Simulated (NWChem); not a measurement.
Correlation energy of HOSi

```
Si
O 1 1.5403
H 1 1.5360 2 118.82
```
Charge 0, spin multiplicity 2.

All runs are NWChem calculations. The geometry was optimised at UPBE0/def2-SVP, a minimum by its harmonic frequencies.

Basis set: cc-pVTZ. Each correlation energy counts from its own Hartree-Fock reference.

The correlated methods keep 6 core orbitals frozen. The structure started from a generated list of species. The unpaired electrons of the parent sit in orbitals of symmetry a' (Cs labels of the run); other states weren't searched. No SCF solution was tested for a lower state. Open-shell Hartree-Fock references start from PBE0 orbitals. No row is a measurement; the coupled-cluster row has its own basis-set and correlation limits.

Task: One of these methods gave a correlation energy of -340.9 mHa. Which?
A. SCS-UMP2
B. URI-MP2
C. CCSD on ROHF
D. CCSD[T] on ROHF

Result: B, URI-MP2. The others give -335.4 (SCS-UMP2), -352.2 (CCSD on ROHF), -373.8 (CCSD[T] on ROHF).
